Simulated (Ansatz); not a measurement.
Reaction (SMILES): [GeH2] (GeH2) (closed-shell singlet) → Ge atom + 2 H atom
B3LYP-D3(BJ)/def2-TZVP geometries, fixed; electronic energies without zero-point terms.

How fast the atomisation energy converges with the basis for several methods (Ansatz, a first-principles code): deviation from each method's own reference, in kcal/mol. References: CCSD(T) 141.48 kcal/mol, Hartree-Fock in aug-cc-pVQZ plus the correlation part extrapolated as X^-3 from aug-cc-pVTZ and aug-cc-pVQZ; HF 98.06 kcal/mol, the value in pcseg-4; MP2 134.97 kcal/mol, Hartree-Fock in aug-cc-pVQZ plus the correlation part extrapolated as X^-3 from aug-cc-pVTZ and aug-cc-pVQZ; PBE 138.23 kcal/mol, the value in aug-cc-pV5Z; PBE0 136.83 kcal/mol, the value in aug-cc-pV5Z; r2SCAN 139.75 kcal/mol, the value in aug-cc-pV5Z. Cartesian d functions, on some or all atoms, in 3-21G; all else is spherical. In correlated methods cores are frozen (with 3d on Ga to Br). A restricted Hartree-Fock determinant is unstable towards unrestricted orbitals. Open shells are unrestricted. No added dispersion term, no relativity. 

```tsv
basis	functions	CCSD(T)	HF	MP2	PBE	PBE0	r2SCAN
3-21G	27	-24.62	-6.62	-25.60	0.86	-1.59	?
pcseg-1	37	-12.54	-1.21	-12.31	-0.99	-0.98	?
def2-SVP	42	-10.11	-0.89	-10.71	-0.07	-0.18	?
aug-pcseg-1	54	-10.94	-0.96	-10.92	-1.28	-1.00	?
def2-TZVP	60	-6.55	-0.62	-7.59	0.38	0.16	?
def2-QZVPP	149	-1.16	-0.37	-1.61	0.03	0.02	?
def2-QZVPPD	161	-1.10	-0.36	-1.53	0.05	0.04	?
pcseg-4	233	-0.35	0.00	-0.56	-0.23	-0.07	?
```

Q: What belongs in the gaps?

A: 
- 3-21G, r2SCAN: -0.43
- pcseg-1, r2SCAN: -1.00
- def2-SVP, r2SCAN: -0.60
- aug-pcseg-1, r2SCAN: -0.99
- def2-TZVP, r2SCAN: 0.03
- def2-QZVPP, r2SCAN: 0.10
- def2-QZVPPD, r2SCAN: 0.10
- pcseg-4, r2SCAN: 0.03
